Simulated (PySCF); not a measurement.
**Does the structure fit the spectrum?**

A compound C$_{4}$H$_{10}$OSi$_{3}$ gives the data below (simulated from a calculation) and was assigned the structure `C#C[SiH2]C([SiH3])([SiH3])C=O`.

¹³C{¹H} NMR (computed): δ 199.0 (CH), 180.6 (CH), 173.9 (C), -1.9 (CH3).

¹H NMR (400 MHz, computed): δ 10.00 (s, 1H), 8.19 (d, 1H), 5.25 (m, 1H), 4.79 (m, 1H), 3.74 (d, 3H), 0.50 (d, 3H).

Method: GFN2-xTB structure, NMR shieldings at PBE0/pcSseg-1/GIAO, in PySCF 2.14 (averaged over atoms made equivalent by symmetry, fast rotation or ring inversion, a single conformation, gas phase, relativity neglected).

δ = σ(ref) − σ, references computed at the same level: TMS for ¹H, ¹³C.

(1) Compare with the shifts computed for the proposed structure, pairing carbons in order of shift.

(2) Which isomer fits?

Answers

(1) Mapped SMILES: `[CH:1]#[C:2][SiH2:3][C:4]([SiH3:5])([SiH3:6])[CH:7]=[O:8]`; H(Xn) means a hydrogen on atom n.

```csv
atom,computed for proposal,given list,difference
C7,209.3,199.0,+10.3
C1,105.8,180.6,-74.8
C2,88.5,173.9,-85.4
C4,29.7,-1.9,+31.6
```

The rms difference is 59.1 ppm and the largest -85.4 ppm at C2 (alkyne carbon). The carbon types in order of shift don't match either: CH, CH, C, C for the proposal against CH, CH, C, CH3 in the data. The proposal doesn't fit.

(2) SMILES C[Si@@H]1C=C(C=O)[Si@@H]1[SiH3].

Carbon types of the structure: 1 × C, 2 × CH, 1 × CH3, leaving 5 H on heteroatoms. δC 199.0: aldehyde carbonyl carbon; low-lying n→π* states of the double bond to the heteroatom give a large paramagnetic term (-257 ppm). δC 180.6: β carbon of a C=C–C=O unit; conjugation with the carbonyl draws π density from the β position. δC 173.9: α carbon of a C=C–C=O unit. δH 10.00: hydrogen on an aldehyde carbonyl carbon; the formyl region, downfield of aromatic protons.

Other isomers checked: [SiH3][SiH]([SiH3])c1ccco1 (rms 68.6 ppm).

The data come from this structure; uniqueness wasn't tested.

Shifts are as computed. Against solution values, carbons near 30 ppm lie about +3 ppm off and those near 130 ppm about +5 ppm. Of 1211 compounds with measured shifts, 218 miss one by over three times the rms of a fit or turn the order of signals round; such compounds aren't used in these exercises. Multiplicities follow the n + 1 count of equivalent neighbours, as no J values were calculated; m marks all less simple cases, F and P coupling included.
